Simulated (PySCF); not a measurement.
**Sc⁺: excitation energy**

Sc⁺ [Ar] 3d1 4s1 (3D) → Sc⁺ [Ar] 3d1 4p1 (high-spin determinant), as a difference of total energies. Calculation: PySCF 2.14, in x2c-QZVPPall (11s7p5d3f2g, 96 functions); the spin-free X2C one-electron Hamiltonian (Gaussian nucleus). Correlated levels: valence: [Ar] frozen; valence and next inner shell: [Ne] frozen. The calculations carry no spin-orbit coupling.

```csv
method,excitation energy (cm⁻¹)
UHF,26059
LDA,27127
PBE,25905
PBE0,25962
wB97M-V,27149
LC-wPBE,26395
BP86,26040
PBEsol,26015
MP2 (valence),26371
SCS-MP2 (valence),26163
MP2 (valence and next inner shell),28078
SCS-MP2 (valence and next inner shell),27569
```

A first-order spin-orbit estimate (lowest level to lowest level, LS coupling) adds -0.010 eV.

The basis was made for the ground configuration and has no added diffuse functions, so the excitation energy can come out too high.

The determinant of the upper state mixes LS terms, which raises its energy above the lowest term, most at the Hartree-Fock and MP2 levels.
